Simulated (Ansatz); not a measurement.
`[SiH3][O][Mg][N]([SiH3])[SiH3]` + `[SiH3]N[SiH3]` → `[SiH3][N]([SiH3])[Mg][N]([SiH3])[SiH3]` + `O[SiH3]`  (ligand exchange at a Mg–O bond)

Gas-phase electronic energies from Ansatz, PBE0-D4/def2-TZVP geometries. CCSD(T)/CBS is the MP2 limit (def2-TZVPP, def2-QZVPP) plus CCSD(T) − MP2 in def2-TZVPP, frozen cores. This one scheme is used for every species. DFT in def2-TZVPP. B3LYP here is the variant with VWN-RPA as its local correlation; programs differ in this. HSE06 is defined as in plane-wave codes. For Mg outer-core shells are correlated without core-valence functions, which leaves a few kJ/mol of doubt a bond. One conformer a species, not always the lowest.

```csv
level,ΔE (kJ/mol),difference from CCSD(T)/CBS
LDA (SPW92),47.9,-6.5
PBE-D4,49.5,-4.9
revPBE-D4,49.6,-4.8
BLYP-D4,60.8,6.4
r2SCAN-D4,54.6,0.2
PBE0-D4,52.1,-2.3
B3LYP-D4,61.9,7.5
r2SCANh-D4,55.1,0.7
r2SCAN0-D4,56.1,1.7
HSE06-D4,51.6,-2.8
BHLYP-D4,64.7,10.3
CAM-B3LYP-D4,65.9,11.5
ωB97X-V,61.1,6.7
ωB97M-V,58.9,4.5
B2PLYP,66.7,12.3
PBE-QIDH,57.7,3.3
PBE,55.6,1.2
BLYP,71.5,17.1
r2SCAN,57.0,2.6
PBE0,57.9,3.5
r2SCANh,57.8,3.4
r2SCAN0,58.9,4.5
HSE06,57.3,2.9
BHLYP,73.6,19.2
CAM-B3LYP,72.3,17.9
LC-ωPBE,64.4,10.0
RPA@PBE/def2-TZVPP,54.3,-0.1
HF/def2-SVP,97.1,42.7
MP2/def2-SVP,77.1,22.7
CCSD/def2-SVP,78.8,24.4
HF/def2-TZVPP,80.7,26.3
MP2/def2-TZVPP,57.6,3.2
SCS-MP2/def2-TZVPP,62.0,7.6
CCSD/def2-TZVPP,61.3,6.9
CCSD(T)/def2-TZVPP,56.7,2.3
HF/def2-QZVPP,82.2,27.8
SCS-MP2/def2-QZVPP,61.4,7.0
HF/CBS(def2),82.4,28.0
MP2/CBS(def2),55.3,0.9
CCSD/CBS(def2),59.1,4.7
CCSD(T)/CBS,54.4,0
```

Largest T1 diagnostic among the species: 0.011.

In def2-TZVPP, CCSD(T) changes the Hartree–Fock value by −24.1 kJ/mol (the triples alone add −4.7 kJ/mol) and MP2 by −23.2 kJ/mol. Leaving LDA and LC-ωPBE aside and taking each functional with its dispersion term where it has one, the values spread over 17.2 kJ/mol, from PBE-D4 to B2PLYP. LDA lies −7.7 kJ/mol from PBE without D4. The D4 term adds −9.2 kJ/mol with B3LYP and −5.8 kJ/mol with PBE0; it sums over pairs of atoms, weighted by their polarisabilities, and B3LYP, whose exchange is more repulsive, gets the larger term.
